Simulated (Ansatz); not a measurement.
Gas-phase electronic energies from Ansatz, PBE0-D4/def2-TZVP geometries. CBS: MP2 limit from def2 TZ/QZ plus the TZ coupled-cluster correction, frozen cores. Elements past krypton have def2 core potentials. For Ge, Se, Sn outer-core shells are correlated without core-valence functions, which leaves a few kJ/mol of doubt a bond. Scalar relativity is left out up to krypton. One conformer a species, not always the lowest.

Reaction (redistribution): `C[O][Ge]([F])([Cl])[SeH]` + `C[O][SnH2][SH]` → `C[O][Ge]([F])([SH])[Cl]` + `C[O][SnH2][SeH]`

`C[O][Ge]([F])([Cl])[SeH]`:

Cartesian coordinates in Å:
```
C -0.286 1.539 -0.639
O -0.557 0.488 0.278
Ge 0.491 -0.908 0.333
F 0.601 -1.495 -1.290
Cl 2.491 -0.386 0.850
Se -0.348 -2.483 1.799
H 0.678 2.013 -0.429
H -0.292 1.181 -1.672
H -1.075 2.281 -0.516
H -1.702 -2.231 1.285
```

`C[O][SnH2][SH]`:

Cartesian coordinates in Å:
```
C 1.629 -0.691 -0.163
O 0.449 -0.230 -0.768
Sn -1.157 0.033 0.334
S -2.545 1.523 -0.904
H 2.449 -0.576 -0.878
H 1.572 -1.753 0.112
H 1.897 -0.123 0.741
H -0.603 0.707 1.804
H -1.999 -1.441 0.489
H -1.692 2.551 -0.768
```

`C[O][Ge]([F])([SH])[Cl]`:

Cartesian coordinates in Å:
```
C -0.817 -0.877 -1.164
O 0.368 -0.508 -0.473
Ge 0.323 0.778 0.706
F -0.941 0.382 1.815
S 2.264 0.942 1.677
Cl -0.264 2.639 -0.138
H -0.561 -1.716 -1.813
H -1.190 -0.056 -1.784
H -1.605 -1.191 -0.473
H 2.422 -0.393 1.646
```

`C[O][SnH2][SeH]`:

Cartesian coordinates in Å:
```
C 1.527 -0.294 -0.552
O 1.060 0.047 0.728
Sn -0.870 0.080 1.082
Se -1.978 1.615 -0.592
H 1.265 -1.325 -0.833
H 1.143 0.379 -1.330
H 2.618 -0.217 -0.549
H -0.977 0.734 2.643
H -1.474 -1.503 0.869
H -2.312 0.484 -1.467
```

| species | SCS-MP2/def2-TZVPP energy (Eh) |
| --- | --- |
| `C[O][Ge]([F])([Cl])[SeH]` | -5150.77076 |
| `C[O][SnH2][SH]` | -728.07670 |
| `C[O][Ge]([F])([SH])[Cl]` | -3148.38943 |
| `C[O][SnH2][SeH]` | -2730.46245 |

Question: Work out ΔE.

Answer: ΔE = (-3148.38943) + (-2730.46245) − (-5150.77076) − (-728.07670) = -0.00442 Eh = -2.8 kcal/mol. CCSD(T)/CBS gives -3.4 kcal/mol.

Largest T1 diagnostic among the species: 0.013.
